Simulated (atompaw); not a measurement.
Scattering properties, PAW (atompaw) potential for B (Z = 5)

- Element: boron
- Generator: atompaw 4.2.0.5
- Type: PAW
- Functional: PBEsol
- Relativity: scalar-relativistic
- Frozen core: [He]
- Valence charge: 3
- Reference configuration: 2s2 2p1
- Partial waves: 2s (bound): rc 2.90 bohr; 2s channel at 4.45 Ry: rc 1.25 bohr; 2p (bound): rc 2.90 bohr; 2p channel at 4.1 Ry: rc 2.90 bohr
- Local potential: bessel scheme, radius 1.90 bohr
- Core correction: smooth core density matched at 2.20 bohr
- Augmentation charge: besselshape compensation charge, radius 2.40 bohr; PAW radius 2.90 bohr; waves and projectors: custom polynom2 7 10 vanderbiltortho

The phase is arctan(r·u′/u) with u = r·R(r), unwrapped; energies in Ry, scanned from -3 to 5 Ry. A pole is an energy at which the radial function vanishes at the test radius. The pseudo phase is shifted by a multiple of π to meet the all-electron one at the reference energy, and phase errors are pseudo minus all-electron; the curves can meet again beyond the range given. Levels narrower than the energy grid can be missing from the lists of poles.

| channel | radius (bohr) | reference energy (Ry) | poles, all-electron | poles, pseudo | unbroken range about the reference energy with phases within 0.05 rad | phase error 1 Ry above the reference energy (rad) |
| --- | --- | --- | --- | --- | --- | --- |
| s | 2.91 | -0.69 | -0.32, 4.14 | -0.28, 1.96, 4.17 | -0.8 to 0.9 | +0.040 |
| p | 2.91 | -0.26 | 0.15, 3.86 | 0.42, 3.88 | -0.3 to -0.1 | +0.202 |

Phases in the s channel:

```tsv
E (Ry)	all-electron	pseudo
-3.00	1.349	1.369
-2.52	1.321	1.344
-2.04	1.275	1.304
-1.56	1.184	1.222
-1.08	0.830	0.895
-0.60	-1.281	-1.277
-0.12	-1.663	-1.634
0.36	-1.810	-1.769
0.84	-1.986	-1.992
1.32	-2.421	-3.822
1.80	-3.666	-4.641
2.28	-4.318	-4.829
2.76	-4.519	-5.317
3.24	-4.614	-7.592
3.72	-4.673	-7.791
4.20	-4.718	-7.857
4.68	-4.757	-7.897
```
